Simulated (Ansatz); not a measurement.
The cluster Hg₃S₂⁺, relaxed as a doublet with UKS PBE-D4/def2-SVP in Ansatz, starting from the GFN1-xTB geometry. Force threshold 0.02 eV/Å.

In the def2 sets Hg takes a core potential; there is no spin–orbit coupling. Another isomer (doublet) lies 0.08 eV lower at PBE-D4/def2-SVP; other spin states weren't run for this one.

Start:

Cartesian coordinates in Å:
```
Hg -1.6205 2.1481 2.2306
Hg 0.6563 -1.7740 -0.0700
Hg 3.3981 -1.9198 -0.5931
S -1.5997 1.0345 -1.6263
S -0.8342 0.5112 0.0588
```

```json
{"step": "1", "energy (eV)": "-34182.2354", "largest force component (eV/Å)": "0.618", "SCF passes": "23"}
{"step": "2", "energy (eV)": "-34182.3288", "largest force component (eV/Å)": "0.262", "SCF passes": "27"}
{"step": "3", "energy (eV)": "-34182.3845", "largest force component (eV/Å)": "0.099", "SCF passes": "28"}
{"step": "4", "energy (eV)": "-34182.4171", "largest force component (eV/Å)": "0.096", "SCF passes": "24"}
{"step": "5", "energy (eV)": "-34182.4382", "largest force component (eV/Å)": "0.063", "SCF passes": "24"}
{"step": "6", "energy (eV)": "-34182.4590", "largest force component (eV/Å)": "0.086", "SCF passes": "30"}
{"step": "7", "energy (eV)": "-34182.4676", "largest force component (eV/Å)": "0.071", "SCF passes": "24"}
{"step": "8 (rejected)", "energy (eV)": "-34182.4657", "largest force component (eV/Å)": "0.145", "SCF passes": "24"}
{"step": "9", "energy (eV)": "-34182.4684", "largest force component (eV/Å)": "0.006", "SCF passes": "25"}
{"step": "10", "energy (eV)": "-34182.4685", "largest force component (eV/Å)": "0.017", "SCF passes": "24"}
```

Force components are those of the run's own axes.

End:

```xyz
5

Hg   -2.177    2.255    2.281
Hg    1.270   -1.002   -0.246
Hg    3.545   -2.816   -0.735
S    -1.811    0.899   -1.475
S    -0.827    0.664    0.175
```

By distances, no bond broke or formed. The bond that changes most is Hg2–Hg3, from 2.80 to 2.95 Å (atoms count from 1).

The force fell under the threshold at step 9, but the optimiser went on. No frequencies were taken in this run, so the end may be a saddle point.

Hardware: 4 threads of Arm Neoverse V2 on a shared host. Wall time 20 s.
